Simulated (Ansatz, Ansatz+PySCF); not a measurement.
```json
{"atom": "C", "x (Å)": "0.0000", "y (Å)": "0.0000", "z (Å)": "0.0000"}
{"atom": "C", "x (Å)": "1.4100", "y (Å)": "0.0000", "z (Å)": "0.0000"}
{"atom": "C", "x (Å)": "-0.7050", "y (Å)": "1.2211", "z (Å)": "0.0000"}
{"atom": "C", "x (Å)": "-0.7050", "y (Å)": "-1.2211", "z (Å)": "0.0000"}
{"atom": "H", "x (Å)": "1.9714", "y (Å)": "-0.9343", "z (Å)": "0.0000"}
{"atom": "H", "x (Å)": "1.9714", "y (Å)": "0.9343", "z (Å)": "0.0000"}
{"atom": "H", "x (Å)": "-1.7948", "y (Å)": "1.2401", "z (Å)": "0.0000"}
{"atom": "H", "x (Å)": "-0.1766", "y (Å)": "2.1744", "z (Å)": "0.0000"}
{"atom": "H", "x (Å)": "-1.7948", "y (Å)": "-1.2401", "z (Å)": "0.0000"}
{"atom": "H", "x (Å)": "-0.1766", "y (Å)": "-2.1744", "z (Å)": "0.0000"}
```

Basis set: def2-SVP (spherical functions). Correlated methods keep 4 orbitals frozen. Charge 0, multiplicity 3.

Computed with Ansatz (development build ahead of 0.2.0); each method stands on the lowest determinant of its kind that the runs found.

Problem. Give the atomization energy at this shape (free ground-state atoms in the same class of orbitals less the molecule, no zero-point energy) of triplet C4H6 by UHF-MP2, UHF.

Solution.

| method | atomization energy |
| --- | --- |
| UHF-MP2 | 40.47 eV |
| UHF | 32.98 eV |

Caution: the unrestricted determinant is spin contaminated.
